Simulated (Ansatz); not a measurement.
Relaxation of C₂H₄BFO₂ (10 atoms, charge 0, multiplicity 1), to a largest force component of 0.015 eV/Å in at most 40 steps.

Theory: Ansatz 0.2.0, RKS revPBE/def2-SVP.

```xyz
10
Properties=species:S:1:pos:R:3
C -0.289 -1.418 -0.336
O -0.947 -0.159 0.018
C -1.344 0.448 -1.159
O -2.166 1.503 -1.014
B -2.885 0.331 -1.503
F -4.012 -0.551 -1.419
H -1.046 -1.974 -0.917
H 0.584 -1.187 -1.012
H -0.042 -1.945 0.592
H -0.566 0.678 -1.986
```

Task: Where does it end, and by what steps?

Result: It converged. After 33 steps the energy has fallen by 1.752 eV; F6 moved furthest, 1.58 Å.

```tsv
step	energy less start (eV)	largest force component (eV/Å)	accepted
0	0.0000	5.099	yes
2	-1.4004	1.023	yes
4	-1.4511	0.176	yes
6	-1.4545	0.031	yes
8	-1.4548	0.024	yes
10	-1.4429	0.499	no
12	-1.4615	0.124	yes
14	-1.4652	0.147	yes
16	-1.4838	0.159	yes
18	-1.5183	0.398	yes
20	-1.6154	0.611	yes
22	-1.7231	0.206	yes
24	-1.7447	0.126	yes
26	-1.7486	0.190	no
28	-1.7498	0.031	yes
30	-1.7511	0.074	yes
32	-1.7477	0.195	no
33	-1.7517	0.013	yes
```

```xyz
10
Properties=species:S:1:pos:R:3
C -0.039 -1.294 -0.210
O -1.446 -1.001 -0.301
C -1.853 -0.345 -1.404
O -1.813 1.357 -1.288
B -2.968 0.707 -1.348
F -4.265 1.007 -1.331
H 0.328 -1.782 -1.141
H 0.541 -0.365 -0.030
H 0.091 -1.984 0.644
H -1.288 -0.576 -2.330
```

The run took 36 s on 2 threads of Intel(R) Xeon(R) 6975P-C (Granite Rapids) (shared host), peak memory 0.16 GiB.
